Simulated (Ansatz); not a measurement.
`[SiH3]OCCCl`. Charge 0, multiplicity 1. All single points use the PBE0-D4/def2-TZVP geometry. It is one conformer, not always the lowest.

```xyz
12

Si   -0.951    0.701   -1.748
O    -0.394   -0.315   -0.578
C     0.336    0.137    0.539
C     0.682   -1.073    1.375
Cl    1.606   -0.571    2.808
H     0.179    1.424   -2.394
H    -1.880    1.710   -1.167
H    -1.657   -0.149   -2.732
H    -0.254    0.842    1.138
H     1.257    0.646    0.229
H    -0.219   -1.578    1.719
H     1.295   -1.773    0.810
```

Task: What is the dipole moment at ωB97M-V/def2-TZVPP? (An estimate is asked.)

Result: Computed: 1.13 D, with components (-0.54, 0.24, -0.96) D in this frame, pointing from negative to positive charge.

Task: And with PBE, r2SCAN, B3LYP? (Estimate.)

Result: Ansatz gave: PBE 1.09 D, r2SCAN 1.18 D, B3LYP 1.16 D.

Task: Give the Mulliken charges with ωB97M-V, B3LYP, PBE in def2-TZVPP. (Estimate.)

Result: Ansatz gave: 
```csv
atom,ωB97M-V,B3LYP,PBE
Si1,0.30,0.42,0.34
O2,-0.38,-0.38,-0.31
C3,-0.05,0.02,-0.02
C4,-0.16,-0.09,-0.09
Cl5,-0.13,-0.16,-0.15
H6,-0.04,-0.07,-0.06
H7,-0.04,-0.07,-0.06
H8,-0.02,-0.06,-0.05
H9,0.12,0.09,0.09
H10,0.12,0.09,0.09
H11,0.13,0.11,0.11
H12,0.13,0.11,0.11
```

B3LYP here is the variant with VWN-RPA as its local correlation; programs differ in this.
